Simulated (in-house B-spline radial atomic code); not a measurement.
Configurations of Se, with energies counted from [Ar] 3d10 4s2 4p4. All numbers are computed (scalar-relativistic (X2C) SCAN, spin-polarised, spherical fractional occupations; Fermi nucleus of rms radius 4.14 fm) with a B-spline radial code for spherical atoms, not measured. Shells without spins written out take the highest spin.

Occupations are held fixed; configurations that lie above the ionisation limit could autoionise.

```csv
configuration,E - E(ref) (eV),highest orbital,its <r> (bohr)
"[Ar] 3d10 4s2 4p(3 up, 0 down) 5d(1 up, 0 down)",8.1422,5d up,15.47
[Ar] 3d10 4s1 4p5,10.926,4p down,2.354
[Ar] 3d10 4s1 4p4 5s1,17.16,5s up,5.676
"[Ar] 3d10 4s(1 up, 0 down) 4p(3 up, 1 down) 5d(0 up, 1 down)",19.855,5d down,16.81
"[Ar] 3d(5 up, 4 down) 4s2 4p(3 up, 2 down)",52.612,4p down,2.151
[Ne] 3s2 3p5 3d10 4s2 4p4 4d1,165.44,4d up,7.707
```

**Question.** Order these further configurations by energy, lowest first.
A. [Ar] 3d10 4s2 4p(0 up, 3 down) 5s(0 up, 1 down)
B. [Ne] 3s2 3p5 3d10 4s2 4p5
C. [Ar] 3d10 4s2 4p(2 up, 2 down)
D. [Ar] 3d10 4s2 4p3 4d1
E. [Ar] 3d10 4s2 4p3 4f1

**Answer.** C (0.97184 eV), A (5.6307 eV), D (7.4644 eV), E (8.4226 eV), B (155.51 eV).

**Question.** How far above the reference does [Ar] 3d10 4s1 4p4 5f1 lie?

**Answer.** 20.336 eV; its least bound orbital is 5f up with <r> = 30.62 bohr.

**Question.** How far above the reference does [Ar] 3d9 4s2 4p4 5d1 lie?

**Answer.** 63.176 eV; its least bound orbital is 5d up with <r> = 15.05 bohr.
